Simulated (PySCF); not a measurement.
C2H7AsP (charge -1).
Z-matrix (Å and degrees, PBE0-D3(BJ)/def2-SVP geometry), rows numbered from 1:
```
C 
As  1  1.9985
C   2  2.0012  1   93.02
P   2  2.2672  1  100.89  3  -102.76
H   1  1.1005  2  107.78  3   174.51
H   1  1.1048  2  111.98  3   -65.20
H   1  1.1026  2  110.33  3    56.87
H   3  1.1025  2  110.25  1   -56.85
H   3  1.1006  2  107.82  1  -174.47
H   3  1.1051  2  111.99  1    65.34
H   4  1.4410  2   91.44  1  -135.03
```

Computed, not measured: PySCF 2.14.0, PBE0-D3(BJ)/def2-SVP geometry optimisation, gas phase.

Take the most abundant isotopes and a rigid rotor. The values belong to one conformer with, in the numbering `[CH3:1][As:2]([CH3:3])[PH-:4]`, C1–As2–P4–H -135°.

Q: What are A, B and C (MHz)?

A: Ia = 106.45, Ib = 195.15, Ic = 228.99 u·Å²; 505379 MHz·u·Å²/I gives A = 4747, B = 2590, C = 2207 MHz.

Q: Classify the top.

A: An asymmetric top. Ray's parameter κ = (2B − A − C)/(A − C) = -0.699; −1 is the prolate and +1 the oblate limit.

Q: What does the inertial defect say?

A: Not planar: Δ = Ic − Ia − Ib = -72.61 u·Å². For a rigid frame Δ = −2 Σ m c², so Σ m c² = 36.31 u·Å² lies off the ab plane: 8.39 from hydrogen and 27.91 from heavier atoms. The atom farthest from that plane is 1.77 Å away.

Q: Give the coordinates in the principal-axis frame, origin at the centre of mass.

A: The sense of each axis is arbitrary; atoms in the order of the calculation.
```csv
atom,mass (u),a (Å),b (Å),c (Å)
C1,12.000,-1.096,1.469,0.694
As2,74.922,-0.324,-0.003,-0.415
C3,12.000,-1.147,-1.433,0.718
P4,30.974,1.823,-0.007,0.312
H5,1.008,-0.694,2.421,0.317
H6,1.008,-2.200,1.491,0.641
H7,1.008,-0.783,1.360,1.746
H8,1.008,-0.830,-1.318,1.768
H9,1.008,-0.777,-2.404,0.356
H10,1.008,-2.251,-1.420,0.663
H11,1.008,2.319,-0.097,-1.038
```

Q: Which types of transition are allowed, and where do some lines up to J = 4 fall?

A: The dipole components (about the centre of mass, as the species is charged) are |μa| = 4.32 D, |μb| = 0.03 D, |μc| = 0.58 D. The squared components, which scale the intensities, stand as 1.00 : 0.00 : 0.02 (a : b : c). Some lines, for components of 0.1 D or more:

```csv
type,branch,"J(Ka,Kc)",MHz,lower level (cm⁻¹)
a,Q,"4(2,2) ← 4(2,3)",657,1.912
a,Q,"2(1,1) ← 2(1,2)",1148,0.539
c,Q,"3(1,3) ← 3(0,3)",1402,0.952
c,Q,"2(1,2) ← 2(0,2)",1822,0.478
c,Q,"1(1,1) ← 1(0,1)",2158,0.160
a,Q,"4(1,3) ← 4(1,4)",3802,1.611
a,R,"2(1,1) ← 1(1,0)",9976,0.245
c,Q,"3(3,1) ← 3(2,1)",11545,1.281
c,R,"2(1,1) ← 1(0,1)",12517,0.160
a,R,"3(1,3) ← 2(1,2)",13789,0.539
a,R,"3(2,1) ← 2(2,0)",14572,0.795
c,Q,"4(4,1) ← 4(3,1)",16344,2.310
c,R,"2(2,0) ← 1(1,0)",16496,0.245
c,R,"3(1,2) ← 2(0,2)",17903,0.478
a,R,"4(1,4) ← 3(1,3)",18338,0.999
a,R,"4(3,1) ← 3(3,0)",19292,1.666
c,R,"3(2,1) ← 2(1,1)",21092,0.578
c,R,"3(2,2) ← 2(1,2)",22011,0.539
```

Stationary, but not proved a minimum. No vibrational averaging or centrifugal distortion is included, and the geometry carries the error of its method. A rigid rotor knows nothing of internal rotation, which can split or shift real lines. Quadrupole hyperfine structure (75As) is left out.
